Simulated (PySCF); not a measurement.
Si(GeH3)2(OH)2, SMILES O[Si](O)([GeH3])[GeH3], PBE0/def2-SVP optimised geometry.

```
13

O      1.22    -1.42     0.00
Si     0.77     0.18     0.00
O      1.22     0.99     1.39
Ge    -1.60     0.18     0.00
Ge     1.82     1.26    -1.87
H      2.15    -1.63    -0.18
H      2.14     1.25     1.48
H     -2.13     1.63     0.00
H     -2.15    -0.54     1.24
H     -2.13    -0.52    -1.26
H      1.46     0.58    -3.21
H      3.35     1.19    -1.71
H      1.44     2.75    -1.97
```

Density from PBE0/def2-TZVP (PySCF 2.14.0) at that geometry.

Minimum of the electron density along straight lines between bonded atoms, close to the bond critical point (lines longer than 1.1 times the sum of covalent radii, or with two minima, are not listed):

```json
[
 {"bond": "O1–Si2", "length / Å": "1.671", "ρ at the minimum / e bohr⁻³": "0.132", "∇²ρ there / e bohr⁻⁵": "0.73", "position (fraction from the first atom)": "0.59"},
 {"bond": "Si2–O3", "length / Å": "1.671", "ρ at the minimum / e bohr⁻³": "0.132", "∇²ρ there / e bohr⁻⁵": "0.73", "position (fraction from the first atom)": "0.41"},
 {"bond": "Si2–Ge4", "length / Å": "2.373", "ρ at the minimum / e bohr⁻³": "0.095", "∇²ρ there / e bohr⁻⁵": "-0.15", "position (fraction from the first atom)": "0.49"},
 {"bond": "Si2–Ge5", "length / Å": "2.396", "ρ at the minimum / e bohr⁻³": "0.091", "∇²ρ there / e bohr⁻⁵": "-0.15", "position (fraction from the first atom)": "0.46"},
 {"bond": "O1–H6", "length / Å": "0.962", "ρ at the minimum / e bohr⁻³": "0.355", "∇²ρ there / e bohr⁻⁵": "-2.41", "position (fraction from the first atom)": "0.81"},
 {"bond": "O3–H7", "length / Å": "0.962", "ρ at the minimum / e bohr⁻³": "0.355", "∇²ρ there / e bohr⁻⁵": "-2.41", "position (fraction from the first atom)": "0.81"},
 {"bond": "Ge4–H8", "length / Å": "1.540", "ρ at the minimum / e bohr⁻³": "0.131", "∇²ρ there / e bohr⁻⁵": "0.06", "position (fraction from the first atom)": "0.59"},
 {"bond": "Ge4–H9", "length / Å": "1.539", "ρ at the minimum / e bohr⁻³": "0.132", "∇²ρ there / e bohr⁻⁵": "[?]", "position (fraction from the first atom)": "0.59"},
 {"bond": "Ge4–H10", "length / Å": "1.540", "ρ at the minimum / e bohr⁻³": "0.131", "∇²ρ there / e bohr⁻⁵": "0.06", "position (fraction from the first atom)": "0.59"},
 {"bond": "Ge5–H11", "length / Å": "1.541", "ρ at the minimum / e bohr⁻³": "0.131", "∇²ρ there / e bohr⁻⁵": "0.06", "position (fraction from the first atom)": "0.59"},
 {"bond": "Ge5–H12", "length / Å": "1.548", "ρ at the minimum / e bohr⁻³": "0.128", "∇²ρ there / e bohr⁻⁵": "[?]", "position (fraction from the first atom)": "0.59"},
 {"bond": "Ge5–H13", "length / Å": "1.541", "ρ at the minimum / e bohr⁻³": "0.131", "∇²ρ there / e bohr⁻⁵": "0.06", "position (fraction from the first atom)": "0.59"}
]
```

Question: Fill in the missing entries.

Answer: 
- Ge4–H9, ∇²ρ there / e bohr⁻⁵: 0.05
- Ge5–H12, ∇²ρ there / e bohr⁻⁵: 0.07
